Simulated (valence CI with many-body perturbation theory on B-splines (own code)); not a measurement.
**E1 line list for I²²⁺**

Level of theory: valence CI with perturbative core correlation (CI+MBPT): three valence electrons over a frozen Dirac-Fock core [Ar] 3d10, radial functions for each j: 11 s, 11 p, 10 d, 8 f, 5 g, 2 h, with the one-electron correlation potential Σ1 (screened to all orders), the two-electron term Σ2, the three-electron term Σ3, Breit, model QED; selected single and double excitations, second order for the rest, scaled by the run's own slope (own B-spline code, finite nucleus).

No measured spectrum was set against this ion. As an estimate, levels hold to about 250 cm⁻¹ or 0.2 % of their energy and the worst to 1 %, as in measured heavy ions of charge 2 to 7; those with d or f electrons hold less well.

Lines 151 to 200 of 568 in falling wavelength, among levels below 327.73 eV, chosen from the strongest by gf and those to the six lowest levels. Wavelengths and rates use the calculated energies, so an error of 2000 cm⁻¹ moves a line at 16.94 nm by 0.34 % and its rate by three times that or more. Electric multipoles are in the length gauge, E1 and E2 with the static RPA response of the core. Weak lines are less certain than strong ones. Lines between different terms over intervals too small for the method are left out, as are lines whose strength nearly cancels. Where a level lies close to another of its J and parity, the split of strength between their lines is uncertain. The highest levels of a list are the least certain.

Names give the largest LS component (configuration and term), which can be under half, so a name can repeat, a term be missing and a line seem to break the LS rules; names also repeat where a configuration has a term twice. Letters in brackets count levels of one name in rising energy.

| λ vac (nm) | Upper | Lower | A (s⁻¹) | log gf | Branch % |
| --- | --- | --- | --- | --- | --- |
| 16.94 | 4p.4d2 2G°_9/2 | 4s.4d2 4F_9/2 | 1.05e+10 | -0.34 | 3.9 |
| 16.94 | 4p3 4S°_3/2 | 4s.4p2 4P_3/2 | 3.56e+10 | -0.21 | 41.3 |
| 16.91 | 4s.4p2 2P_3/2 | 4s2.4p 2P°_3/2 | 1.11e+11 | 0.28 | 81.2 |
| 16.86 | 4p2.4d 4D_5/2 | 4s.4p.4d 4F°_5/2 | 1.95e+10 | -0.30 | 18.1 |
| 16.85 | 4s.4p.4d 2D°_5/2 [b] | 4s2.4d 2D_5/2 | 6.65e+10 | 0.23 | 20.5 |
| 16.78 | 4p3 2D°_5/2 | 4s.4p2 4P_3/2 | 1.67e+08 | -2.37 | 0.5 |
| 16.76 | 4p2.4f 2H°_11/2 [b] | 4s.4p.4f 4G_11/2 | 1.67e+10 | -0.07 | 6.6 |
| 16.60 | 4s.4p.4d 4F°_5/2 | 4s.4p2 2D_3/2 | 2.14e+08 | -2.28 | 1.1 |
| 16.56 | 4s.4p.4f 2G_7/2 [b] | 4s2.4f 2F°_7/2 | 2.07e+10 | -0.17 | 5.1 |
| 16.53 | 4s.4p.4f 2G_7/2 [b] | 4s2.4f 2F°_5/2 | 9.73e+10 | 0.50 | 24.1 |
| 16.45 | 4s.4p.4d 2P°_3/2 [a] | 4s2.4d 2D_3/2 | 6.33e+10 | 0.01 | 21.3 |
| 16.28 | 4s.4d2 4F_9/2 | 4s.4p.4d 2F°_7/2 [b] | 7.52e+09 | -0.52 | 5.5 |
| 16.20 | 4p.4d2 2G°_7/2 | 4s.4d2 4F_5/2 | 1.35e+10 | -0.37 | 3.2 |
| 16.08 | 4p.4d2 4D°_7/2 [a] | 4p2.4d 2D_5/2 [a] | 1.38e+10 | -0.37 | 14.9 |
| 15.96 | 4p.4d2 2G°_7/2 | 4s.4p.4f 2F_5/2 | 2.08e+10 | -0.20 | 4.9 |
| 15.95 | 4p2.4f 4G°_11/2 | 4s.4p.4f 4G_9/2 | 6.97e+09 | -0.50 | 2.8 |
| 15.89 | 4s.4d2 2G_9/2 | 4s.4p.4d 2F°_7/2 [b] | 1.86e+10 | -0.15 | 14.5 |
| 15.72 | 4s.4p.4d 4F°_3/2 | 4s.4p2 4P_5/2 | 3.23e+08 | -2.32 | 2.8 |
| 15.60 | 4s.4p.4d 2D°_3/2 [b] | 4s.4p2 2P_3/2 | 2.12e+10 | -0.51 | 9.0 |
| 15.52 | 4p2.4f 2G°_9/2 [b] | 4p2.4d 2F_7/2 [b] | 1.67e+10 | -0.22 | 10.0 |
| 15.51 | 4p2.4d 2P_3/2 [a] | 4p3 2D°_5/2 | 2.10e+10 | -0.52 | 26.0 |
| 15.40 | 4s.4p.4d 4P°_5/2 | 4s.4p2 2D_3/2 | 1.47e+09 | -1.50 | 1.1 |
| 15.39 | 4p3 2P°_3/2 [b] | 4s.4p2 2D_3/2 | 6.35e+07 | -3.04 | 0.1 |
| 15.38 | 4s.4d2 2F_7/2 | 4s.4p.4d 2D°_5/2 [b] | 1.58e+10 | -0.35 | 7.6 |
| 15.31 | 4p.4d2 4G°_9/2 | 4p2.4d 2G_7/2 | 1.58e+10 | -0.26 | 31.2 |
| 15.30 | 4p3 2P°_1/2 | 4s.4p2 4P_3/2 | 8.60e+08 | -2.22 | 1.1 |
| 15.25 | 4s.4d2 2G_7/2 | 4s.4p.4d 2F°_5/2 [b] | 3.87e+10 | 0.03 | 18.3 |
| 15.19 | 4p.4d2 2G°_7/2 | 4p2.4d 2D_5/2 [d] | 1.60e+10 | -0.35 | 3.8 |
| 15.19 | 4s.4d2 2D_3/2 | 4s.4p.4d 2F°_5/2 [b] | 2.38e+10 | -0.48 | 8.4 |
| 15.19 | 4p.4d2 2H°_9/2 | 4p2.4d 2G_9/2 | 1.44e+10 | -0.30 | 27.7 |
| 15.18 | 4s.4p.4d 4F°_5/2 | 4s.4p2 4P_5/2 | 1.12e+10 | -0.63 | 57.6 |
| 15.17 | 4s.4p.4d 4D°_1/2 | 4s.4p2 2D_3/2 | 2.87e+08 | -2.70 | 0.1 |
| 15.15 | 4s.4p.4d 4D°_3/2 | 4s.4p2 2D_3/2 | 1.60e+10 | -0.66 | 9.6 |
| 15.09 | 4p.4d2 4G°_11/2 | 4p2.4d 4F_9/2 | 1.04e+10 | -0.37 | 16.6 |
| 15.04 | 4s.4d2 2D_5/2 | 4s.4p.4d 2F°_7/2 [b] | 1.52e+10 | -0.51 | 5.8 |
| 15.00 | 4s.4p.4f 4G_9/2 | 4s.4p.4d 4F°_9/2 | 1.53e+10 | -0.29 | 15.3 |
| 14.94 | 4s.4p.4d 4F°_3/2 | 4s.4p2 4P_3/2 | 4.93e+09 | -1.18 | 42.3 |
| 14.89 | 4p3 4S°_3/2 | 4s.4p2 4P_1/2 | 1.22e+10 | -0.79 | 14.2 |
| 14.66 | 4p.4d2 4D°_5/2 [a] | 4p2.4d 4P_3/2 | 1.77e+10 | -0.47 | 7.3 |
| 14.62 | 4p2.4d 4F_5/2 | 4p3 2P°_3/2 [a] | 2.15e+10 | -0.38 | 35.6 |
| 14.59 | 4s.4p.4d 4D°_7/2 | 4s.4p2 2D_5/2 | 1.70e+10 | -0.36 | 8.6 |
| 14.58 | 4p.4d2 4D°_7/2 [d] | 4p2.4d 2F_7/2 [b] | 1.84e+10 | -0.33 | 5.3 |
| 14.53 | 4p2.4f 4F°_7/2 | 4p2.4d 4P_5/2 | 1.27e+10 | -0.49 | 5.7 |
| 14.53 | 4p.4d2 4G°_9/2 | 4p2.4d 2G_9/2 | 9.46e+09 | -0.52 | 18.7 |
| 14.53 | 4s.4p.4d 2D°_3/2 [a] | 4s.4p2 2P_1/2 | 5.80e+10 | -0.13 | 31.1 |
| 14.48 | 4p.4d2 2H°_9/2 | 4p2.4d 2F_7/2 [a] | 1.98e+10 | -0.21 | 38.2 |
| 14.46 | 4s.4p.4d 4F°_5/2 | 4s.4p2 4P_3/2 | 5.76e+09 | -0.97 | 29.6 |
| 14.45 | 4p.4d2 4G°_7/2 [b] | 4p2.4d 2F_5/2 | 1.59e+10 | -0.40 | 19.4 |
| 14.43 | 4p2.4d 4D_3/2 | 4p3 4S°_3/2 | 3.82e+10 | -0.32 | 32.4 |
| 14.39 | 4s.4d2 2D_3/2 | 4s.4p.4d 2D°_3/2 [b] | 3.75e+10 | -0.33 | 13.3 |

(1) How does gf follow from A for the line at 14.58 nm?

## Answers

(1) gf = 1.4992 × (2J+1)_upper × A / σ², with σ = 685935 cm⁻¹ and 2J+1 = 8: gf = 0.468.
